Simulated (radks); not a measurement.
Task: The mean radii <r> (bohr) of the occupied orbitals of an atom or ion are listed with their occupations. Calculated with a radial shooting solver on a logarithmic mesh with Libxc functionals: scalar-relativistic Kohn-Sham, PBEsol, spin-polarised, spherical densities, point nucleus.

| orbital | occ. | <r> |
|---|---|---|
| 1s down | 1 | 0.06094 |
| 1s up | 1 | 0.06094 |
| 2s up | 1 | 0.2799 |
| 2s down | 1 | 0.2794 |
| 2p up | 3 | 0.2475 |
| 2p down | 3 | 0.2469 |
| 3s up | 1 | 0.8525 |
| 3s down | 1 | 0.8552 |
| 3p up | 3 | 0.9037 |
| 3p down | 3 | 0.9090 |
| 3d up | 5 | 1.129 |

Name the element and its charge. Open shells, if any, are filled with parallel spins first.

Result: Z = 25, manganese, charge +2: Mn2+ in [Ar] 3d5. The 1s radius gives Z: for a bare nucleus <r> = (2 gamma + 1)/(2Z) with gamma = sqrt(1 - (Z/c)^2), 0.05933 bohr for Z = 25, and screening makes it slightly larger (0.06094 here). The occupations add up to 23, and the charge is Z minus that.
